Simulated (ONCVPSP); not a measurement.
## How hard is this Ta (Z = 73) ONCV potential?

tantalum, optimised norm-conserving Vanderbilt (ONCV), made with ONCVPSP 4.0.1 (BLYP, scalar-relativistic). Core [Kr] 4d10 4f14, reference 5s2 5p6 5d3 6s1.75 6p0.25. Waves: 5s+6s: rc 1.95 bohr, ncon 3, nbas 8, qcut 5.8 1/bohr, 2 projectors; 5p+6p: rc 2.30 bohr, ncon 4, nbas 8, qcut 5.8 1/bohr, 2 projectors; 5d: rc 2.55 bohr, ncon 5, nbas 9, qcut 6.8 1/bohr, 2 projectors, debl 2.9 Ha; f scattering state at 0.24 Ha: rc 2.70 bohr, ncon 3, nbas 7, qcut 4.7 1/bohr, 2 projectors, debl 1.6 Ha. Local part: polynomial inside 1.30 bohr (lpopt 5, dvloc0 2 Ha). Core correction: polynomial model core, fcfact 0.65.

**Question.** For each optimised wave give the share of its norm inside rc, the residual kinetic energy above qcut (Ha) and the cutoffs (Ha) for errors of 10, 1, 0.1 and 0.01 mHa per electron.

**Answer.**

```tsv
wave	norm inside rc	residual KE	10 mHa	1 mHa	0.1 mHa	0.01 mHa
5s	0.976	3.6e-06	4.5	10.0	13.2	15.9
6s	0.095	8.9e-06	3.9	10.4	13.8	17.1
5p	0.970	4.9e-07	8.6	11.1	13.1	14.8
6p	0.044	9.3e-08	5.4	8.3	10.7	12.7
5d	0.698	7.3e-09	9.5	12.8	15.7	18.1
d projector 2	0.187	6.6e-07	11.6	14.9	17.9	20.4
f projector 1	0.021	4.4e-07	1.1	3.4	6.3	8.5
f projector 2	0.220	8.7e-04	8.2	11.2	34.0	52.5
```

The occupied waves need 13 Ha and 16 Ha for 1 and 0.1 mHa. Note: no bound ghost flagged; GHOST(+) flagged for s at 113.5 eV.
